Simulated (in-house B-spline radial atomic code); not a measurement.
Values are calculated unless marked as measured or tabulated.
**Li in an electron gas of r_s = 3: phase shifts, screening, friction and resistivity**

A nucleus sits in a uniform electron gas with a rigid positive background. The Kohn-Sham equations are solved self-consistently in the spin-unpolarised LDA (PW92), non-relativistic, on B-splines with outgoing waves at the boundary and partial waves to l = 8. The model has no lattice, no bands and no magnetic solution. Atomic units; δ_l are the phase shifts at the Fermi level, counted so that each bound state adds π, and good to about 0.0005.

The density parameter is r_s = 3 bohr, near that of the valence electrons of Ag (1 per atom, density 10.5 g/cm³, mass 107.87 u, which gives r_s = 3.02).

| l | δ_l (rad) |
| --- | --- |
| 0 | 3.1259 |
| 1 | 0.4992 |
| 2 | 0.0193 |
| 3 | -0.0011 |
| 4 | 0.0000 |
| 5 | -0.0001 |
| 6 | 0.0000 |
| 7 | -0.0001 |
| 8 | 0.0000 |

Bound levels below the band bottom (hartree): s -1.559.

**Question.** Check the Friedel sum rule, and say where the screening charge sits.

**Answer.** k_F = (9π/4)^(1/3)/r_s = 0.63972. The rule is Z = (2/π) Σ (2l + 1) δ_l. The terms are s 1.990, p 0.953, d 0.061, f -0.005 and -0.002 beyond, in all 2.998 against Z = 3. Bound states hold 2 s, 0 p, 0 d electrons, so the scattering states carry 1.00 in all.

**Question.** Find the transport cross section and the electronic stopping of a 1 keV Li ion (mass 6.94 u).

**Answer.** σ_tr = (4π/k_F²) Σ (l + 1) sin²(δ_l − δ_(l+1)). The terms for l = 0 to 3 are 0.2425, 0.4263, 0.0012, 0.0000, all together 0.6701, so σ_tr = 30.707 × 0.6701 = 20.575 bohr². With n = 3/(4π r_s³) = 0.008842, the friction coefficient is Q = n k_F σ_tr = 0.1164. For v well below v_F = 0.640, dE/dx = Q v; with 24801 eV per u at v = 1, v = √(1000/(24801 × 6.94)) = 0.0762, so dE/dx = 0.00887 hartree/bohr = 4.56 eV/nm. The largest term couples the p and d waves.

**Question.** What residual resistivity would 1 atomic per cent of such centres give in Ag?

**Answer.** Δρ = k_F n_i σ_tr/n in atomic units of 21.74 μΩ·cm. With one host atom per 1 electron, n_i/n = 0.01/1, so Δρ = 0.6397 × 0.01000 × 20.575 × 21.74 = 2.86 μΩ·cm. This is an atom added to the gas, as on an interstitial site.

**Question.** On a substitutional site the background of one host ion, a sphere holding 1 charge, is taken out. The phase shifts for l = 0 to 4 become 2.7783, 0.1527, -0.0118, -0.0047, -0.0005. What follows?

**Answer.** The Friedel sum is now 2.00, for Z − 1 = 2. The sum in σ_tr is 0.2973, so σ_tr = 9.13 bohr² and Δρ = 1.27 μΩ·cm per atomic per cent, 0.44 times the value above. A real host ion scatters too, so this model doesn't give zero even for the host's own atom.
